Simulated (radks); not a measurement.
Task: The table gives one normalised radial function P(r) = r R(r) (large component) of Br in [Ar] 3d10 4s2 4p5 (r in bohr). Calculated with a radial shooting solver on a logarithmic mesh with Libxc functionals: Dirac Kohn-Sham, PBE, spin-unpolarised, spherical densities, point nucleus; open shells fill j = l - 1/2 first.

r	P
0.002832	0.0010
0.004225	0.0023
0.006354	0.0049
0.009555	0.0104
0.01437	0.0214
0.02144	0.0418
0.03224	0.0775
0.04848	0.1303
0.0729	0.1869
0.1088	0.2025
0.1635	0.1068
0.2459	-0.1208
0.3698	-0.3231
0.5562	-0.2285
0.8297	0.1911
1.248	0.6300
1.876	0.7304
2.822	0.4870
4.209	0.2000
6.33	0.0442

Which n and l does it have? It may be an empty orbital.

Result: n = 4, l = 1: the number of nodes gives n - l - 1 = 2, the rise at small r points to l (this Dirac orbital starts as r^gamma with gamma = sqrt((l + 1)^2 - (Z/c)^2) = 1.98; the j = 3/2 orbital of l + 1 starts with the same power, but with a smaller coefficient, and then steepens), and the extent must fit the shell. The curve is that of 4p3/2; the two j differ most near the nucleus, where j = l - 1/2 has the larger amplitude, and in heavy atoms j = l - 1/2 is also the more compact. 4p3/2: eigenvalue -7.675 eV, 2 radial nodes at r = 0.202, 0.708 bohr, <r> = 2.12 bohr, 90 % of the charge inside 3.30 bohr.
